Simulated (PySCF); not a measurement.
# Working out the ionisation energy of Se²⁺

Se²⁺ [Ar] 3d10 4s2 4p2 (3P) → Se³⁺ [Ar] 3d10 4s2 4p1 (2P). Calculation: PySCF 2.14, in aug-cc-pVDZ-PP with ECP10MDF; a scalar-relativistic core potential. Frozen: 3s2 3p6 3d10. Energies in hartree (1 hartree = 27.21139 eV):

```tsv
part	Se²⁺ (lower)	Se³⁺ (upper)
UHF	-370.767694	-369.629406
CCSD correlation	-0.060523	-0.049733
(T)	-0.000598	-0.000367
```

What does Hartree-Fock give?

(-369.629406) − (-370.767694) = 1.138288 hartree = 30.974 eV.

What do CCSD and CCSD(T) give?

The CCSD correlation energies differ by 0.010790 hartree = 0.294 eV and the triples by 0.000231 hartree = 0.006 eV, so CCSD gives 31.268 eV and CCSD(T) 31.274 eV.

Reference: 31.697 ± 0.019 eV (measured; NIST Atomic Spectra Database, ionization energies), between the lowest levels; spin-orbit coupling is absent from the calculation.

A double-zeta basis recovers only part of the correlation energy.

What remains against the reference includes basis incompleteness, the frozen core and higher excitations.
